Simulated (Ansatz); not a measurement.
Saddle point of SiH2SeF2, singlet (H₂Se + SiF₂ → SiH₂SeF₂ ([F][SiH]([F])[SeH]); bonds formed: Si1–H4, Si1–Se5; bonds broken: H4–Se5), PBE0-D4/def2-TZVP structure:

```tsv
atom	x (Å)	y (Å)	z (Å)
Si1	-0.1866	-0.9803	0.0402
F2	-1.7366	-1.1285	0.3677
F3	-0.0564	-0.9523	-1.5461
H4	0.7318	-0.0892	1.0151
Se5	0.0856	1.5763	0.5618
H6	1.1621	1.5740	-0.4386
```

Energies are electronic, without zero-point energy. Barriers and step energies count from the start structure reached by relaxing down the imaginary mode; all methods use the PBE0-D4 structures, on which another method's saddle can fall below an end. Computed with Ansatz 0.2.0 (basis: def2-TZVPP, with def2-QZVPP for the basis limit); correlated methods freeze the cores. Filled d shells of the heavier atoms are correlated. The def2 sets are not built for correlating such inner shells, so the correlated values are less sure here. B3LYP uses VWN-RPA correlation. Extrapolation: Hartree–Fock as exp(−7.88 √X), correlation as X^−2.97.

```tsv
method	barrier (kcal/mol)	step energy (kcal/mol)
SPW92	12.61	-41.02
PBE-D4	15.99	-39.03
BLYP-D4	19.43	-35.99
r2SCAN-D4	16.02	-45.84
B97M-V	19.53	-43.23
PBE0-D4	19.91	-43.76
B3LYP-D4	22.37	-40.24
r2SCAN0-D4	?	-47.83
BHLYP-D4	27.42	-45.14
CAM-B3LYP-D4	26.38	-42.27
wB97X-V	27.46	-44.66
wB97M-V	?	-40.50
B2PLYP	23.13	-43.08
PBE-QIDH	22.64	-48.01
RPA on PBE	24.57	-40.65
HF	37.80	-48.89
MP2	?	-47.23
CCSD	27.58	-44.30
CCSD(T)	24.30	-43.78
```

Question: Fill in the withheld barriers. (Judge from chemistry; the value comes from the calculation.)

Answer: The calculation gives: r2SCAN0-D4 19.82; wB97M-V 28.10; MP2 22.85 kcal/mol. Each is the energy of the saddle less that of the start structure, by the same method.

For comparison, the barrier by CCSD(T) at an estimated basis limit (MP2 extrapolated from triple and quadruple zeta, plus CCSD(T) − MP2 in triple zeta) is 22.96 kcal/mol.

The T1 diagnostic stays at or below 0.014. The restricted Hartree–Fock reference is unstable towards an unrestricted one at one or more of these structures. A large double-excitation amplitude points to some diradical character; no triplet was computed.

Losses and insertions of silylenes and their heavier kin drive the gas-phase chemistry of silicon and germanium vapour deposition.

Labels in which every atom is bracketed show which atoms are joined, not bond orders.

For scale, one of the runs: CCSD(T)/def2-TZVPP, 180 basis functions, launched by `ansatz run in.yaml --threads 4 --pin off --events-out ev --progress --plain --max-ram 9574MiB`. Time: 62 s of wall clock on 4 CPU threads of an Arm Neoverse V1; the host was shared. Peak host memory: 1.8 GiB.
